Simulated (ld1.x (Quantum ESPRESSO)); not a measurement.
## What one change does to a pseudopotential (Ne, TM semilocal)

| Item | Value |
| --- | --- |
| Element | Ne |
| Generator | ld1.x (Quantum ESPRESSO) 7.5 |
| Type | norm-conserving Troullier–Martins (semilocal form) |
| Functional | LDA (PZ) |
| Relativity | scalar-relativistic |
| Frozen core | [He] |
| Valence charge | 8 |
| Reference configuration | 2s2 2p6 |
| Partial waves | 2s (bound): rc 0.60 bohr; 2p (bound): rc 0.90 bohr |
| Local potential | the p channel |
| Core correction | none |

Change: type ultrasoft, which also changes the form from semilocal to separable; waves now 2s (bound): rcut 0.50, rcutus 0.60 bohr; 2s channel at -1.7 Ry: rcut 0.50, rcutus 0.60 bohr; 2p (bound): rcut 0.80, rcutus 0.90 bohr; 2p channel at -0.2 Ry: rcut 0.80, rcutus 0.90 bohr; local potential all-electron potential smoothed inside 0.90 bohr (lloc = -2); augmentation PSQ, inside the norm-conserving radii.

Cutoffs: the cutoffs (Ry, on a coarse ladder) from which the occupation-weighted sum of valence levels, in a spherical-Bessel basis at the reference potential, stays within 10 and 1 mRy of its value at 400 Ry; they do not see the model core or the augmentation charge, which bear on the density cutoff. Errors are all-electron minus pseudo energies relative to the spin-unpolarised reference configuration.

Problem. How do hardness, ghosts and transferability respond?

Solution. Of the 8 tests that both files solve, the error grows in 3 and shrinks in 2 by more than 15 % and 0.3 meV (median size 19.0 → 32.7 meV); neither file shows a bound ghost. In the semilocal form every listed channel keeps its own potential, so the choice of the local channel does not act on these tests. It acts once the file is put into the separable form. A semilocal file is local in each channel, so a ghost entry of none says nothing of the separable form that plane-wave codes build from it. Several settings change at once here, so the effects cannot be laid on one of them.

| quantity | base | changed |
| --- | --- | --- |
| cutoff, loose | 230 Ry | 100 Ry |
| cutoff, tight | over 300 Ry | 200 Ry |
| loose cutoff by channel (10 mRy a level) | s 120 Ry, p 140 Ry | s 80 Ry, p 80 Ry |
| bound ghosts | none | none |
| error for 2s2 2p5, meV [ΔE 22.65 eV] | -5.2 | -4.6 |
| error for 2s2 2p4, meV [ΔE 66.06 eV] | +0.3 | -25 |
| error for 2s2 2p3, meV [ΔE 133.58 eV] | +90 | -78 |
| error for 2s1 2p6, meV [ΔE 45.56 eV] | +0.3 | +12 |
| error for 2s2 2p5.5, meV [ΔE 8.96 eV] | -2.0 | -1.3 |
| error for 2s2 2p2, meV [ΔE 228.27 eV] | +430 | -169 |
| error for 2s2 2p5 (spin-polarised), meV [ΔE 22.18 eV] | +33 | +41 |
| error for 2s2 2p4 (spin-polarised), meV [ΔE 63.80 eV] | +198 | +218 |
| s: phases at 1.00 bohr within 0.05 rad from the reference energy up to (Ry; the scan ends near 5) | to the end of the scan | to the end of the scan |
| p: phases at 1.00 bohr within 0.05 rad from the reference energy up to (Ry; the scan ends near 5) | to the end of the scan | to the end of the scan |
